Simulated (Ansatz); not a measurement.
methyl formate (C2H4O2), singlet, at a GFN2-xTB geometry; CCSD/def2-SV(P) run with Ansatz (a program for electronic structure).

Ansatz was given this input:
Ansatz 0.2 input:
```yaml
crystal:
  periodic: [false, false, false]
  atoms:
    - {symbol: C, position_ang: [-0.91982122, -0.08309295, 0.01210331]}
    - {symbol: O, position_ang: [-0.73577669, -1.26344773, 0.02384941]}
    - {symbol: O, position_ang: [0.00784141, 0.85748876, -0.01005908]}
    - {symbol: H, position_ang: [-1.91236445, 0.39813516, 0.01878171]}
    - {symbol: C, position_ang: [1.36046002, 0.40713364, -0.02142447]}
    - {symbol: H, position_ang: [1.98017944, 1.29959769, -0.01906713]}
    - {symbol: H, position_ang: [1.56131876, -0.20366968, 0.86058411]}
    - {symbol: H, position_ang: [1.55051574, -0.19063563, -0.91469422]}
basis:
  gaussian:
    orbitals: def2-SV_P_.json
magnetization: {spin_polarized: false}
correlation: {method: ccsd}
```
The basis file holds def2-SV(P) in the JSON format of the Basis Set Exchange.

What does Ansatz print? Leave out banner, timings and long lists.


```
Functional definition: HF
676 factors; integrals over basis functions are off by at most 1.2e-3 eV
mean field evaluation 1: about -6190.4551 eV, gradient 3.7e1 eV
mean field evaluation 2: about -6190.4593 eV, gradient 3.7e1 eV
mean field evaluation 4: about -6193.3586 eV, gradient 3.7e0 eV
mean field evaluation 8: about -6193.4062 eV, gradient 4.1e-1 eV
mean field evaluation 16: about -6193.3526 eV, gradient 3.7e0 eV
mean field -6193.40778328 eV, -227.6035379931 hartree, gradient 1.5e-6 eV, S^2 0.000000; 0 other end points of the search recorded, 0 dependent functions left out
4 core orbitals not correlated
reference -6193.40778328 eV, -227.6035379931 hartree; 12, 12 occupied and 48, 48 virtual orbitals, 676 factors
second order -16.49174008 eV of doubles, -0.00000000 eV of singles
cycle   1  -16.56634648 eV  change   -7.5e-2 eV  update   1.1e-1
cycle   2  -17.05695621 eV  change   -4.9e-1 eV  update   3.2e-2
cycle   3  -17.19087250 eV  change   -1.3e-1 eV  update   1.7e-2
cycle   4  -17.18261493 eV  change    8.3e-3 eV  update   4.0e-3
cycle   5  -17.18255906 eV  change    5.6e-5 eV  update   1.5e-3
cycle   6  -17.18261009 eV  change   -5.1e-5 eV  update   4.1e-4
cycle   7  -17.18223655 eV  change    3.7e-4 eV  update   1.7e-4
cycle   8  -17.18217301 eV  change    6.4e-5 eV  update   6.0e-5
cycle   9  -17.18220555 eV  change   -3.3e-5 eV  update   2.3e-5
cycle  10  -17.18220150 eV  change    4.0e-6 eV  update   8.7e-6
Total energy: -6210.58998478 eV, -228.2349722517 hartree
```
